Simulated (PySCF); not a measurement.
## Ionisation energy of V by level of theory

V [Ar] 3d3 4s2 (4F) → V⁺ [Ar] 3d4 (5D), as a difference of total energies. All numbers are calculated (PySCF 2.14, scalar relativity by spin-free X2C-1e, in cc-pVDZ-DK (6s5p3d1f, 43 functions)). Correlated levels: valence: [Ar] frozen. The calculations carry no spin-orbit coupling.

```json
{"method": "UHF", "ionisation energy (eV)": "6.159"}
{"method": "r2SCAN", "ionisation energy (eV)": "6.402"}
{"method": "MN15", "ionisation energy (eV)": "6.059"}
{"method": "MP2 (valence)", "ionisation energy (eV)": "6.483"}
{"method": "SCS-MP2 (valence)", "ionisation energy (eV)": "6.950"}
```

Errors of the correlated levels include the incompleteness of this basis and the frozen core.

Q: Which method comes closest to the reference value, and which is furthest?

A: The reference is 6.732 eV (measured; NIST levels, between the centres of gravity of the two terms). Closest: SCS-MP2 (valence) (error 0.218 eV); furthest: MN15 (error -0.673 eV).
